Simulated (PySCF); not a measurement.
(3S)-1,3-dimethylcyclobutene (C6H10), SMILES [C@@H]1(C)C=C(C)C1.

Coordinates come from a PBE0-D3(BJ)/def2-SVP optimisation.

Two levels are set side by side: TDA-PBE/def2-SVPD (PySCF) and TDA-CAM-B3LYP/def2-SVPD (PySCF). Vertical, same geometry. The lowest singlet is HOMO→LUMO+1 93 % with PBE and HOMO→LUMO 75 %, HOMO→LUMO+1 18 % with the other functional; states are paired by order. Differences are taken from unrounded values.

| quantity | TDA-CAM-B3LYP | TDA-PBE | TDA-PBE minus TDA-CAM-B3LYP |
|---|---|---|---|
| lowest singlet excitation (eV) | 6.65 | 5.86 | -0.79 |
| lowest triplet excitation (TDA) (eV) | 4.23 | 4.29 | 0.07 |
| first bright state (f over 0.05) (eV) | 7.13 | 6.70 | -0.43 |
| its oscillator strength | 0.24 | 0.08 | -0.16 |

Functionals without exact exchange tend to place singlet excitations lower, as here. Differences between two approximate levels are no errors against the true value.

Rough cost on one machine, each run with all the roots and properties that it gave: TDA-CAM-B3LYP against TDA-PBE about 5 times.
